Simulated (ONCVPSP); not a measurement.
Potentials for selenium (Se) compared

Generated with ld1.x 7.5 (TM, RRKJ, ultrasoft, PAW), atompaw 4.2 or ONCVPSP 4.0.1. The cutoff is in Ry: for ld1.x and atompaw files where the sum of valence levels is converged to 10 mRy in a Bessel basis, for ONCV files where the hardest occupied wave has 1 mHa per electron of residual kinetic energy. The error is the largest all-electron minus pseudo excitation energy over each file’s own four to seven test configurations (ionisations up to +4, promotions, holes and added fractions of an electron), all of which were solved. The labels leave out finer settings (local radius, basis sizes, second energies), which also bear on the numbers. Spin-polarised tests are not counted. The rows are a selection from randomly drawn settings: files with unsolved tests, undetermined cutoffs or missed reference levels are left out.

A true bound ghost makes a file unfit for plane-wave use even where its test errors are small: the radial tests pick states by their node count and pass the ghost by.

```csv
potential,cutoff (Ry),largest error (meV),bound ghosts
"ONCV, PBE, scalar-relativistic, rc 1.40/0.90/0.90/1.30 (spdf), local d, core correction yes, reference 3p6 3d10 4s2 4p2.5, qcut 4.1/16.4/14.8/10.8, projectors 1/2/0/2",200,+58,s
"ONCV, revPBE, scalar-relativistic, rc 1.30/1.70 (sp), local s, core correction yes, reference 4s2 4p4, qcut 3.9/5.3, projectors 0/3",48,-89,none
"ONCV, PBEsol, scalar-relativistic, rc 1.45/1.95/0.70 (spd), local smoothed, core correction yes, reference 3d10 4s2 4p4, qcut 3.5/3.4/26.3, projectors 2/2/2",473,-40,s
"ONCV, PBE, scalar-relativistic, rc 0.95/0.95/1.25 (spd), local smoothed, core correction yes, reference 3s2 3p6 3d10 4s2 4p4, qcut 11.9/16.9/11.6, projectors 2/3/2",145,-5.5,none
"ONCV, PBE, scalar-relativistic, rc 0.80/1.05/0.95 (spd), local smoothed, core correction yes, reference 3s2 3p6 3d10 4s2 4p2, qcut 11.6/11.5/19.6, projectors 2/2/2",274,+97,none
```

(1) Fill in the row for Se: ONCV, LDA (Perdew-Zunger), scalar-relativistic, rc 1.40/1.70/1.45 (spd), local smoothed, core correction yes, reference 4s2 4p4, qcut 4.3/5.7/6.8, projectors 2/2/1.

Results:

(1) cutoff 36 Ry, largest error -23 meV, bound ghosts: none.
